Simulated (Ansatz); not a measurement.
Born–Oppenheimer molecular dynamics of AlBH8OSi2 (13 atoms, charge 0, multiplicity 1). It goes on from the last frame of an earlier run, with new velocities.

Method: Ansatz 0.2.0, UKS PBE0-D4/STO-3G.

```
ensemble                      : NVE (velocity Verlet)
time step                     : 0.5 fs
steps asked                   : 250
starting velocities drawn for : 500 K
seed                          : 155688
```

First frame:

```xyz
13
Properties=species:S:1:pos:R:3
B -2.546 0.535 0.927
Al -0.679 0.398 0.259
Si -0.358 -1.721 -0.855
O 0.605 1.311 0.726
Si 2.150 1.001 0.072
H -2.977 0.629 1.959
H -3.684 0.399 0.444
H -0.926 -1.441 -2.183
H -1.437 -2.438 -0.107
H 0.970 -2.460 -0.729
H 2.373 -0.418 -0.208
H 3.075 1.378 1.169
H 2.175 1.749 -1.218
```

Question: What does the run give?

Answer: All steps were run.

```
steps done                                               : 250
time covered                                             : 125 fs
mean temperature over the second half                    : 787 K
spread of the potential energy over the second half      : 14.5 meV per atom
mean potential energy of the second half above the start : -31.5 meV per atom
```

The conserved energy stayed within 0.65 meV per atom of its start (net change -0.13 meV per atom), so the integration is sound. The system heated up, since it started high on the potential surface and ran downhill. A run of 0.12 ps of so small a system gives no equilibrium averages. Limits of this set-up: minimal basis.

Question: What happens to the structure?

Answer: The same pairs are bonded in the first frame and the last. Pairs count as bonded within 1.25 times the sum of covalent radii (0.12 Å more for H–H). Another seed would give other details.

Question: How do temperature and energy run in time?

Answer: 
| time (fs) | T (K) | potential energy less start (eV) | conserved less start (meV/atom) |
| --- | --- | --- | --- |
| 0.0 | 500 | 0.000 | 0.00 |
| 10.0 | 794 | -0.417 | 0.06 |
| 20.0 | 784 | -0.402 | 0.11 |
| 30.0 | 981 | -0.688 | -0.30 |
| 40.0 | 890 | -0.556 | -0.12 |
| 50.0 | 897 | -0.568 | -0.31 |
| 60.0 | 669 | -0.238 | 0.17 |
| 70.0 | 855 | -0.504 | -0.02 |
| 80.0 | 765 | -0.377 | -0.04 |
| 90.0 | 715 | -0.304 | 0.11 |
| 100.0 | 1045 | -0.782 | -0.55 |
| 110.0 | 729 | -0.328 | -0.16 |
| 120.0 | 611 | -0.156 | 0.11 |

The run took 13 min on 1 thread of AMD EPYC 7R13 Processor (Zen 3), on a shared host, peak memory 0.19 GiB.
